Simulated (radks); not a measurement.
Spherical jellium clusters: N electrons in a uniform positive sphere of charge N and radius rs N^(1/3), rs = 4.93 bohr. Method: non-relativistic Kohn-Sham, LDA (Slater exchange, Perdew-Wang correlation), spin-polarised, spherical densities; computed with a radial shooting solver with Libxc functionals. Levels are named by radial order and angular momentum (1s, 1p, 1d, 2s, ...), and open shells are averaged over m.

N = 36, configuration 1s2 1p6 1d10 2s2 1f14 2p(up 2, down 0). This is the lowest configuration that the search found. Occupied and some empty levels:

level,occupation,eigenvalue (eV),<r> (bohr)
1s up,1,-4.1685,9.443
1s down,1,-4.0544,10.13
1p up,3,-3.7747,11.38
1p down,3,-3.7133,11.67
1d up,5,-3.2949,12.54
1d down,5,-3.2577,12.64
2s up,1,-3.1113,9.825
2s down,1,-2.9561,9.405
1f up,7,-2.7270,13.38
1f down,7,-2.6993,13.40
2p up,2,-2.3705,10.78
2p down,0,-2.2196,10.91
1g up,0,-2.0757,14.08
1g down,0,-2.0509,14.08
2d up,0,-1.5731,12.28
2d down,0,-1.4688,12.59
3s up,0,-1.4349,11.94
3s down,0,-1.3463,12.04

Energy (eV): total -68.1254, kinetic 42.916, external -2588.0, Hartree 1289.2, exchange-correlation -112.10, background 1299.8.
